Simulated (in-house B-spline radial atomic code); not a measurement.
Checks on a self-consistent run for Ce⁴⁺, [Ar] 3d10 4s2 4p5 4d10 5s2 5p6 7g1. Method: Dirac-Hartree-Fock, average of configuration, Fermi nucleus of rms radius 4.8771 fm. Calculated with a radial B-spline atomic code at the basis-set limit.

| orbital | q | ε (Eh) | <1/r> | <r²> | small-component weight |
| --- | --- | --- | --- | --- | --- |
| 1s1/2 | 2 | -1497.67627 | 63.3419 | 0.000820572 | 0.0461 |
| 2s1/2 | 2 | -246.06382 | 14.9533 | 0.0129782 | 0.010037 |
| 2p1/2 | 2 | -231.85799 | 14.8939 | 0.00955726 | 0.01003 |
| 2p3/2 | 4 | -215.39161 | 13.5012 | 0.0108115 | 0.0094317 |
| 3s1/2 | 2 | -56.82375 | 5.4163 | 0.0877815 | 0.0030975 |
| 3p1/2 | 2 | -50.77211 | 5.31273 | 0.0831623 | 0.0030211 |
| 3p3/2 | 4 | -47.45793 | 4.96913 | 0.0905237 | 0.0028612 |
| 3d3/2 | 4 | -37.03434 | 4.82649 | 0.0739071 | 0.00273 |
| 3d5/2 | 6 | -36.33314 | 4.73894 | 0.0759856 | 0.0026824 |
| 4s1/2 | 2 | -14.10422 | 2.24545 | 0.447633 | 0.00095211 |
| 4p1/2 | 1.6667 | -11.84460 | 2.13463 | 0.485031 | 0.00088186 |
| 4p3/2 | 3.3333 | -11.11095 | 2.02958 | 0.522594 | 0.00083622 |
| 4d3/2 | 4 | -7.12370 | 1.82686 | 0.600273 | 0.00070001 |
| 4d5/2 | 6 | -6.99104 | 1.80007 | 0.614455 | 0.00068669 |
| 5s1/2 | 2 | -3.82729 | 0.929199 | 2.26559 | 0.00023636 |
| 5p1/2 | 2 | -3.01314 | 0.867364 | 2.64858 | 0.00021761 |
| 5p3/2 | 4 | -2.87254 | 0.832144 | 2.83614 | 0.0002059 |
| 7g7/2 | 0.44444 | -0.25772 | 0.10567 | 176.984 | 7.3069e-06 |
| 7g9/2 | 0.55556 | -0.25775 | 0.105701 | 176.925 | 7.3117e-06 |

Electron-electron repulsion V_ee = 3083.7104 hartree.

Task: What total energy follows from the eigenvalues?

Result: The eigenvalues count the repulsion twice, so E = Σqε - V_ee = -5764.778 - 3083.710 = -8848.488 hartree; the run printed -8848.488.

Task: Does the Dirac virial theorem hold?

Result: For a point nucleus E = -2c²Σq·w, with w the small-component weight. Here Σq·w = 0.23558 and c = 137.0360, so the ratio E/(-2c²Σq·w) is 1.000086; the finite nucleus accounts for the departure from 1.

Task: What diamagnetic shielding (Lamb formula) and susceptibility (Langevin formula) do the radii give?

Result: σ = (α²/3)Σq<1/r> = 369.406/(3·137.036²) = 6557.1 ppm, and χ = -0.79199×10⁻⁶·Σq<r²> = -165.7×10⁻⁶ cm³/mol with Σq<r²> = 209.2 bohr². Both are non-relativistic formulas without the paramagnetism of open shells; for so heavy an element the full relativistic shielding is larger by tens of per cent.
